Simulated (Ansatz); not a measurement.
Basis-set extrapolation for CH4AlNOS (PBE0-D4/def2-TZVP geometry, frozen core, Ansatz). Multiplicity 1, RHF reference.

|  | def2-TZVPP | def2-QZVPP |
| --- | --- | --- |
| HF | -809.085972 | -809.111953 |
| MP2 correlation | -0.851820 | -0.917750 |
| CCSD(T) correlation | -0.924398 | not run |

Energies in hartree. Use E(X) = E(∞) + A·exp(−7.88·√X) for Hartree–Fock and E(X) = E(∞) + B·X^(−2.97) for correlation, with X = 3 and 4, and add CCSD(T) minus MP2 of the smaller set to the MP2 limit.

**Question.** What is the CCSD(T) energy at the basis-set limit?

**Answer.** HF limit: -809.111953 + (-0.025981) × 0.13774 = -809.11553. MP2 limit: -0.917750 + (-0.065930) × 0.74074 = -0.96659. Higher-order term: -0.924398 − (-0.851820) = -0.07258. Total: -810.15470 hartree, 90.6 kcal/mol below CCSD(T)/def2-TZVPP.
